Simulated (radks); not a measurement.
Effect of the nuclear size on the erbium ion Er56+, [Ne] 3s2. All-electron calculation, Dirac Kohn-Sham, LDA (Slater exchange, Perdew-Wang correlation), spin-unpolarised, spherical densities, finite nucleus; Fermi nuclear charge, rms radius 5.2516 fm. Program: a radial shooting solver on a logarithmic mesh with Libxc functionals. The rms radius is varied about that value; shifts are against it.

rms radius (fm)  total energy shift (eV)  density at nucleus (e/bohr^3)  1s1/2 shift (meV)  2s1/2 shift (meV)  2p1/2 shift (meV)  3s1/2 shift (meV)  3p1/2 (empty) shift (meV)  4s1/2 (empty) shift (meV)
4.6319                             -7.12                      9.036e+05              -2910               -401              0.299               -108                     -0.446                      -43.1
5.0678                             -2.18                      8.804e+05               -892               -123              0.088              -33.0                     -0.138                      -13.2
5.2516                                 0                      8.714e+05              0.000              0.000              0.000              0.000                      0.000                      0.000
5.7242                              5.85                        8.5e+05               2400                329             -0.219               88.8                      0.375                       35.4
5.8345                              7.27                      8.453e+05               2980                409             -0.268                110                      0.467                       44.0

Slopes of the eigenvalues against <r^2> in GHz/fm^2, as finite differences over the two radii next to the reference (eigenvalue slopes, not the field-shift constants of lines): 1s1/2 112000, 2s1/2 15400, 2p1/2 -10.5, 3s1/2 4160, 3p1/2 (empty) 17.5, 4s1/2 (empty) 1660.
